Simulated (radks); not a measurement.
The numbers below are computed, except where a source is named.
Task: Mean orbital radii <r> (bohr) of the neodymium ion Nd2+, [Xe] 4f4, of relativity; Dirac values are averaged over j with weights 2j + 1. Spin-unpolarised spherical Kohn-Sham, PBE, point nucleus unless stated (finite: rms radius 4.9123 fm), a radial shooting solver on a logarithmic mesh with Libxc functionals. A level marked "c x" has the speed of light scaled by that factor and shares open shells by 2j + 1; other Dirac levels either fill j = l - 1/2 first or share by 2j + 1.

| shell | non-rel. |
|---|---|
| 1s | 0.02530 |
| 2s | 0.1081 |
| 2p | 0.09181 |
| 3s | 0.2815 |
| 3p | 0.2713 |
| 3d | 0.2425 |
| 4s | 0.6397 |
| 4p | 0.6579 |
| 4d | 0.7061 |
| 5s | 1.554 |
| 5p | 1.749 |
| 4f | 1.016 |

Give the values at the level "Dirac, 2j+1 shares".

Result: 
shell  Dirac, 2j+1 shares  change of magnitude (%)
1s                0.02363                    -6.61
2s                 0.1005                    -7.06
2p                0.08849                    -3.61
3s                 0.2659                    -5.55
3p                 0.2639                    -2.74
3d                 0.2417                    -0.29
4s                 0.6073                    -5.06
4p                 0.6426                    -2.33
4d                 0.7076                    +0.21
5s                  1.472                    -5.29
5p                  1.713                    -2.04
4f                  1.086                    +6.87
